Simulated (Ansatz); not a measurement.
The cluster Cr2O⁺, relaxed as a doublet with UKS PBE0-D4/def2-TZVP in Ansatz, starting from packed atoms. Force threshold 0.02 eV/Å.

The charge 1 doublet is spin-contaminated (final ⟨S²⟩ up to 4.80, 0.75 for a pure state). The structure comes from a short search, and lower isomers may exist.

Start:

```xyz
3

Cr   -1.417   -1.127    0.209
Cr    0.916    1.532    0.078
O     0.502   -0.405   -0.288
```

Estimate the energy that the relaxation releases and the steps that it takes.

26.3 kcal/mol, in 16 steps; 39 s on 4 threads of Arm Neoverse V2 on a shared host. The force fell under the threshold at step 14, but the optimiser went on. No frequencies were taken in this run, so the end may be a saddle point.

Does the start keep its bonding and symmetry?

By distances, no bond broke or formed. The bond that changes most is Cr1–O3, from 2.11 to 1.68 Å (atoms count from 1). The end is the same structure that another start reached. Point group Cs at the start, C∞v at the end, both within 0.05 Å.

Predict the relaxed structure.


```xyz
3

Cr   -1.119   -1.361    0.040
Cr    1.171    1.425   -0.042
O    -0.053   -0.064    0.002
```
Bond lengths (bridged metal pairs left out): 2 × Cr–O 1.68 to 1.93 Å.
